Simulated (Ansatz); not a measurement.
Computed with Ansatz on PBE0-D4/def2-TZVP structures; ΔE is electronic, products minus reactants. CCSD(T)/CBS adds triple-zeta CCSD(T) − MP2 to the extrapolated MP2 energy (def2 sets, frozen cores). This one scheme is used for every species. DFT in def2-TZVPP. B3LYP here is the variant with VWN-RPA as its local correlation; programs differ in this. HSE06 is defined as in plane-wave codes. For Ge outer-core shells are correlated without core-valence functions, which leaves a few kJ/mol of doubt a bond. Scalar relativity is left out up to krypton. Each species was taken in one conformer, which may not be the lowest.

Reaction (cleavage of the Ge–Ge bond): `[OH][GeH]([F])[GeH3]` + NH₃ → `[NH2][GeH]([OH])[F]` + GeH₄

Is it downhill or uphill in electronic energy at CCSD(T)/CBS, and by how much? (An estimate is asked.)

The calculation gave: Nearly level: ΔE = 0.00 eV.

What do these levels give: B97M-V, B3LYP-D4, r2SCAN0-D4, revPBE, HSE06, CCSD/CBS(def2)? (Best estimate.)

The calculation gave: B97M-V -0.03, B3LYP-D4 0.06, r2SCAN0-D4 0.00, revPBE 0.14, HSE06 0.06, CCSD/CBS(def2) -0.01 eV.

Largest T1 diagnostic among the species: 0.012.

From PBE to PBE0 (25 % exact exchange), in def2-TZVPP and without D4, ΔE moves by −0.06 eV. Leaving LDA and LC-ωPBE aside and taking each functional with its dispersion term where it has one, the values, not all of them listed here, spread over 0.17 eV, from B97M-V to PBE-D4. LDA lies −0.09 eV from PBE without D4.
